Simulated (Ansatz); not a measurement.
CH₆ClNSSi (`CS[SiH](N)Cl`) at its PBE0-D4/def2-TZVP geometry, where that method's forces vanish. The species carries charge 0 and has multiplicity 1.

```xyz
11

C    -0.4202   -1.8160   -0.1800
S    -0.6717   -0.5307   -1.4398
Si   -0.3079    1.1954   -0.2857
N     1.2249    1.1091    0.4507
Cl   -1.6162    1.4192    1.2911
H    -0.3649   -2.7676   -0.7069
H     0.5081   -1.6454    0.3628
H    -1.2590   -1.8350    0.5143
H    -0.5612    2.3217   -1.2138
H     1.4159    1.6018    1.3072
H     2.0521    0.9474   -0.0998
```

Task: What forces (eV/Å) does ωB97M-V/def2-TZVPP give on these atoms in Ansatz 0.2.0? (An estimate is asked.)

Result: The calculation gave: 
```
C1   0.020 -0.102  0.115
S2  -0.018  0.084 -0.093
Si3 -0.060  0.130 -0.166
N4   0.039  0.010  0.011
Cl5 -0.026 -0.011  0.031
H6  -0.002  0.074  0.065
H7  -0.078 -0.031 -0.037
H8   0.075 -0.009 -0.048
H9   0.037 -0.134  0.115
H10  0.011 -0.012 -0.017
H11  0.001  0.002  0.023
```
